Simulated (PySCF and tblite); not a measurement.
Values are calculated unless marked as measured or tabulated.
C₅H₇ClO₂, numbered as in [O:1]=[C:2]1[CH2:3][CH2:4][C@H:5]([Cl:6])[CH2:7][O:8]1.

Conformers came from 60 starts (ETKDG, MMFF94s, GFN2-xTB); geometries are GFN2-xTB. Weights use PBE0-D3(BJ)/def2-SVP (IEF-PCM, dichloromethane) energies plus GFN2-xTB zero-point and thermal terms (modes under about 100 cm⁻¹ blended into free rotors). Symmetry numbers and mirror images are counted. Conformers within 2.5 kcal/mol (GFN2-xTB free energy) were kept, 5 at most. Of two unlike H on one atom, a is the less shielded (wB97X-D/pcSseg-1 (IEF-PCM, dichloromethane)). Run with PySCF (density fitting) and tblite.

An NOE distance is ⟨r⁻⁶⟩^(−1/6) over all pairs of like atoms and, for the average, over conformers.

The 6-ring runs over atoms 2–3–4–5–7–8.

```
conformer                                                         shape  weight %
        1   6-ring half-chair (ring torsions 47, -58, 47, -22, 9, -22°)      83.6
        2  6-ring half-chair (ring torsions -45, 62, -55, 29, -10, 18°)      13.7
        3           6-ring boat (ring torsions -54, 9, 43, -52, 4, 50°)       1.5
        4         6-ring boat (ring torsions 50, -3, -49, 54, -3, -50°)       1.1
```

(1) Which H–H contacts under 3.5 Å would NOEs report (pairs on one atom left out) at 298.15 K?

(2) Which contact betrays a minor conformer?

(3) In a model where alignment follows shape alone (order matrix 0.0005 × (3G/tr G − 1)/2, G the second moments of the atom positions; splitting J + 2D), what are the one-bond C–H dipolar couplings D?

Results:

(1) 
| pair | in 1 (Å) | in 2 (Å) | in 3 (Å) | in 4 (Å) | average (Å) |
| --- | --- | --- | --- | --- | --- |
| H5 ··· H7a | 2.39 | 2.48 | 2.37 | 2.42 | 2.40 |
| H3a ··· H4b | 2.43 | 2.45 | 2.44 | 2.45 | 2.43 |
| H3b ··· H4a | 2.47 | 2.42 | 2.48 | 2.43 | 2.46 |
| H4a ··· H5 | 2.49 | 2.52 | 2.33 | 2.29 | 2.49 |
| H4b ··· H5 | 2.52 | 3.06 | 2.95 | 2.86 | 2.57 |
| H5 ··· H7b | 2.56 | 3.07 | 2.59 | 3.05 | 2.61 |
| H3b ··· H4b | 2.57 | 3.06 | 3.06 | 2.55 | 2.62 |
| H4a ··· H7a | 2.60 | 4.30 | 3.48 | 4.05 | 2.67 |
| H3a ··· H4a | 3.06 | 2.59 | 2.54 | 3.05 | 2.94 |
| H4b ··· H7b | 4.29 | 2.49 | 3.98 | 3.38 | 3.34 |
| H3b ··· H5 | 4.31 | 2.62 | 3.23 | 4.14 | 3.47 |

Longer pairs under the limit may be missing.

(2) H4b ··· H7b: 4.29 Å in the leading conformer but 3.34 Å on average, because conformer 2 (13.7 %) brings it to 2.49 Å and r⁻⁶ weighs short distances heavily.

(3) H3b -0.5 Hz (-1.1 in conformer 1), H3a 2.2 Hz (2.7 in conformer 1), H4b 0.3 Hz (-0.2 in conformer 1), H4a 2.5 Hz (3.0 in conformer 1), H5 -0.8 Hz (-1.6 in conformer 1), H7b 0.1 Hz (-0.5 in conformer 1), H7a 2.1 Hz (2.5 in conformer 1).


Conformer gaps in def2-SVP on xTB geometries can be 2 kcal/mol too large for S=O, P=O and other polar bonds.